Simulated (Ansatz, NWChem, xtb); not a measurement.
## Redistribution: CBr2ClF + CF4 → CBr2F2 + CClF3

Gas-phase species: CBr2ClF (dibromochlorofluoromethane) `FC(Cl)(Br)Br`, singlet; CF4 (tetrafluoromethane) `FC(F)(F)F`, singlet; CBr2F2 (dibromodifluoromethane) `FC(F)(Br)Br`, singlet; CClF3 `FC(F)(F)Cl`, singlet. The partners trade Cl for F; both sit on C, so the bond types are kept.

Shapes, held fixed at every level: PBE0-D4/def2-TZVP. Programs: Ansatz 0.2.0, NWChem 7.3.0, xtb 6.7.1. A level may come from different programs for different species; with the same settings they agree closely. The zero-point and thermal change to 298 K, harmonic and unscaled (PBE0-D4/def2-TZVP), is -0.6 kJ/mol.

Q: Estimate the reaction enthalpy at 298 K.

A: From tabulated heats of formation (Active Thermochemical Tables), ΔH(298 K) = +26.0 kJ/mol. Nearest: CCSD/def2-SVP (+0.3); farthest: PBE-D4/def2-TZVPP (-15.2). 6 of 9 levels lie within 10 kJ/mol. Relativity is left out for Br. Outer-core shells of Br are correlated, in sets that cover them unevenly.

```json
{"level": "GFN0-xTB", "kind": "semi-empirical", "ΔH (kJ/mol)": "+13.0", "computed − measured": "-13.0"}
{"level": "PBE-D4/def2-TZVPP", "kind": "GGA", "ΔH (kJ/mol)": "+10.7", "computed − measured": "-15.2"}
{"level": "PBE0/def2-SVP", "kind": "global hybrid", "ΔH (kJ/mol)": "+18.7", "computed − measured": "-7.3"}
{"level": "r2SCAN0-D4/def2-TZVPP", "kind": "global hybrid", "ΔH (kJ/mol)": "+17.1", "computed − measured": "-8.9"}
{"level": "wB97X-V/def2-TZVPP", "kind": "range-separated hybrid", "ΔH (kJ/mol)": "+14.1", "computed − measured": "-11.9"}
{"level": "B2PLYP/def2-TZVPP", "kind": "double hybrid", "ΔH (kJ/mol)": "+17.3", "computed − measured": "-8.7"}
{"level": "MP2/def2-TZVPP", "kind": "perturbation theory", "ΔH (kJ/mol)": "+28.5", "computed − measured": "+2.6"}
{"level": "CCSD/def2-SVP", "kind": "coupled cluster or CI", "ΔH (kJ/mol)": "+26.3", "computed − measured": "+0.3"}
{"level": "CCSD(T)/def2-TZVPP", "kind": "coupled cluster or CI", "ΔH (kJ/mol)": "+22.6", "computed − measured": "-3.4"}
```
